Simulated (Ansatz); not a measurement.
A nudged elastic band was laid between two geometries of C4H13NSi (19 atoms, charge 0, multiplicity 1).

These are results of RHF/cc-pVDZ (Ansatz), not measurements.

```json
{
 "movable images": "7",
 "climbing image": "yes",
 "spring": "5.0 eV/Å²",
 "optimiser": "quadratic models (default)",
 "start path": "through a guess of the saddle point",
 "force threshold": "0.05 eV/Å",
 "iteration limit": "60",
 "end points": "relaxed"
}
```

First end point:

```xyz
19
Properties=species:S:1:pos:R:3
Si 0.071 -0.111 0.302
H -0.080 -0.259 1.778
C 1.903 0.041 -0.138
H 2.443 -0.878 0.104
H 2.057 0.260 -1.199
H 2.351 0.860 0.433
C -0.829 1.471 -0.226
H -1.890 1.427 0.037
H -0.398 2.349 0.266
H -0.757 1.626 -1.308
N -0.600 -1.572 -0.395
C -1.785 -2.183 0.168
H -1.884 -1.930 1.225
H -2.708 -1.869 -0.341
H -1.727 -3.275 0.096
C -0.390 -1.927 -1.781
H -1.213 -1.598 -2.433
H 0.532 -1.485 -2.164
H -0.299 -3.013 -1.892
```

Last end point:

```xyz
19
Properties=species:S:1:pos:R:3
Si -1.728 0.218 0.496
H 2.569 0.276 1.550
C 2.769 -0.312 0.653
H 1.851 -0.807 0.332
H 3.126 0.346 -0.141
H 3.530 -1.062 0.871
C -1.371 1.609 -0.789
H -2.047 1.560 -1.650
H -1.512 2.582 -0.311
H -0.343 1.569 -1.167
N -1.446 -1.230 -0.417
C -1.629 -2.517 0.235
H -1.918 -2.379 1.276
H -2.410 -3.104 -0.261
H -0.706 -3.106 0.211
C -1.062 -1.388 -1.808
H -1.828 -1.940 -2.363
H -0.921 -0.427 -2.293
H -0.126 -1.951 -1.891
```

Question: What changes between the two ends?

Answer: Bonds broken: Si1–H2, Si1–C3. Bonds formed: H2–C3. C4H13NSi becomes C3H9NSi + CH4.

Question: Give the energies along the band, and the barrier.

Answer: The run converged. The highest image is number 4 of 0 to 8, 388.3 kJ/mol above the first end and 260.6 kJ/mol above the last; the last end lies 127.7 kJ/mol above the first. The profile has 2 maxima (images 2, 4) with wells between them (image 3): this band takes more than one step, which may be the mechanism or a detour left from its start path. Neighbouring images differ by up to 4.0 eV, so the band resolves the path poorly. A vibrational analysis at the climbing image gives one clearly imaginary mode, 1669i cm⁻¹: a first-order saddle point. The orbitals stay closed-shell, which can raise the energy where a bond breaks towards radicals; this wasn't checked here.

```json
{"image": "0", "path coordinate (Å)": "0.00", "energy (kJ/mol)": "0.0", "Si1–H2 (Å)": "1.49", "Si1–C3 (Å)": "1.89", "H2–C3 (Å)": "2.77"}
{"image": "1", "path coordinate (Å)": "2.30", "energy (kJ/mol)": "0.8", "Si1–H2 (Å)": "1.49", "Si1–C3 (Å)": "1.89", "H2–C3 (Å)": "2.76"}
{"image": "2", "path coordinate (Å)": "4.61", "energy (kJ/mol)": "4.9", "Si1–H2 (Å)": "1.49", "Si1–C3 (Å)": "1.90", "H2–C3 (Å)": "2.75"}
{"image": "3", "path coordinate (Å)": "6.91", "energy (kJ/mol)": "0.3", "Si1–H2 (Å)": "1.49", "Si1–C3 (Å)": "1.90", "H2–C3 (Å)": "2.75"}
{"image": "4", "path coordinate (Å)": "9.21", "energy (kJ/mol)": "388.3", "Si1–H2 (Å)": "1.51", "Si1–C3 (Å)": "2.26", "H2–C3 (Å)": "1.55"}
{"image": "5", "path coordinate (Å)": "10.40", "energy (kJ/mol)": "151.1", "Si1–H2 (Å)": "2.46", "Si1–C3 (Å)": "3.22", "H2–C3 (Å)": "1.09"}
{"image": "6", "path coordinate (Å)": "11.59", "energy (kJ/mol)": "132.6", "Si1–H2 (Å)": "3.18", "Si1–C3 (Å)": "3.80", "H2–C3 (Å)": "1.09"}
{"image": "7", "path coordinate (Å)": "12.78", "energy (kJ/mol)": "128.3", "Si1–H2 (Å)": "3.81", "Si1–C3 (Å)": "4.21", "H2–C3 (Å)": "1.09"}
{"image": "8", "path coordinate (Å)": "13.97", "energy (kJ/mol)": "127.7", "Si1–H2 (Å)": "4.43", "Si1–C3 (Å)": "4.53", "H2–C3 (Å)": "1.09"}
```

Question: What is the geometry of the highest image?

Answer: 
```xyz
19
Properties=species:S:1:pos:R:3:forces:R:3
Si -0.516 0.099 0.411 0.00 0.00 0.00
H 0.670 0.037 1.341 0.00 0.00 0.00
C 1.731 -0.013 0.214 0.00 0.00 0.00
H 1.731 -0.398 -0.809 0.00 0.00 0.00
H 2.157 0.990 0.245 0.00 0.00 0.00
H 2.310 -0.690 0.844 0.00 0.00 0.00
C -0.629 1.591 -0.751 0.00 0.00 0.00
H -1.679 1.836 -0.932 0.00 0.00 0.00
H -0.164 2.456 -0.272 0.00 0.00 0.00
H -0.144 1.432 -1.717 0.00 0.00 0.00
N -1.049 -1.373 -0.350 0.00 0.00 0.00
C -1.572 -2.477 0.429 0.00 0.00 0.00
H -1.805 -2.153 1.442 0.00 0.00 0.00
H -2.492 -2.869 -0.020 0.00 0.00 0.00
H -0.859 -3.309 0.496 0.00 0.00 0.00
C -0.775 -1.732 -1.725 0.00 0.00 0.00
H -1.677 -2.116 -2.214 0.00 0.00 0.00
H -0.437 -0.868 -2.297 0.00 0.00 0.00
H -0.002 -2.508 -1.802 0.00 0.00 0.00
```

Time of the run: 6.5 min on 4 threads of Arm Neoverse V2 (shared host), peak memory 0.44 GiB.
